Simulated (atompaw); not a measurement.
Building the PAW (atompaw) potential for P (Z = 15) (PBE, scalar-relativistic).

atompaw 4.2.0.5 was run on this input:

```
P 15
GGA-PBE scalarrelativistic loggrid 1500 logderivrange -4 5 226
3 3 0 0 0 0
3 1 2
0 0 0
c
c
v
c
v
1
1.95 1.90 1.60 1.25
y
-0.2
n
y
-0.65
n
custom polynom vanderbiltortho sinc
bessel
1.95
1.95
1.95
1.45
PWSCFOUT
UPFDX 0.0125d0 UPFXMIN -7.d0 UPFZMESH 15.d0
END
```

Command:

```bash
atompaw < P.input > P.log
```

Output (summary file):

```
Completed calculations for P (AE)

 Exchange-correlation type: GGA, Perdew-Burke-Ernzerhof

 Radial integration grid is logarithmic
 r0 =   5.3031253E-04 h =   7.9546880E-03   n =      1500 rmax =   8.0000000E+01

 Scalar relativistic calculation

 AEatom converged in  22 iterations
   nz     =  15.00
   delta  =       3.666640807254E-17

 All Electron Orbital energies:
  n  l      occupancy      energy
  1  0      2.0000000E+00 -1.5398112E+02
  2  0      2.0000000E+00 -1.3569708E+01
  3  0      2.0000000E+00 -1.7115808E+00
  2  1      6.0000000E+00 -9.9331761E+00
  3  1      2.0000000E+00 -1.0447943E+00

 Total energy
   Total                    :     -683.08922020658940

 ---
 Completed calculations for P (SC)

 Exchange-correlation type: GGA, Perdew-Burke-Ernzerhof

 Radial integration grid is logarithmic
 r0 =   5.3031253E-04 h =   7.9546880E-03   n =      1500 rmax =   8.0000000E+01

 Scalar relativistic calculation

 SCatom converged in   1 iterations
   nz     =  15.00
   delta  =       2.495293804636E-17

 Valence Electron Orbital energies:
  n  l      occupancy      energy
   3  0      2.0000000E+00 -1.7115808E+00
   3  1      2.0000000E+00 -1.0447943E+00

 Total energy
   Total                    :     -683.08922020543446
   Valence                  :      -54.43632485248168

 PAW parameters:
       lmax =            1
         rc =    1.9637946544945331
        irc =         1034
   rc_shape =    1.9022761960382668
    rc_vloc =    1.6095458087946815
    rc_core =    1.2576747230700704
   Vloc: truncated form - Vps(r)=A.sin(qr)/r for r<rc
   Projector type: polynomial pseudization + Vanderbilt ortho.
   Sinc^2 compensation charge shape zeroed at   1.9023E+00

 Number of basis functions     4
 No.   n  nodes  l      Energy         Cp coeff         Occ
  1    3    2    0   -0.1711581E+01  0.1628300E+03  0.2000000E+01
  2  999    3    0   -0.2000000E+00  0.5503441E+01  0.0000000E+00
  3    3    1    1   -0.1044794E+01 -0.6681557E+02  0.2000000E+01
  4  999    2    1   -0.6500000E+00 -0.3086372E+02  0.0000000E+00

 Eigenvalues of overlap operator (in the basis of projectors):
    1        3.39647118E-02
    2        2.17618253E-01
    3        5.13203195E+01
    4        2.22815084E+03

 Orbital leakage outside PAW augmentation regions
   orb  is_core?  %out_of_sphere
   1 0    T          -0.00
   2 0    T           0.01
   3 0    F          36.80
   2 1    T           0.02
   3 1    F          52.63

 Summary of PAW energies
   Total valence energy     :    -54.43634164951281
   Smooth energy            :      8.54572310535090
   One center               :    -62.98206475486371
   Smooth kinetic           :      4.09728323200491
   Vloc energy              :      1.00944581860519
   Smooth exch-corr         :     -3.94456080760796
   One-center xc            :    -41.48753178794148
```

The run took about 1.1 s on one core of a shared server CPU.
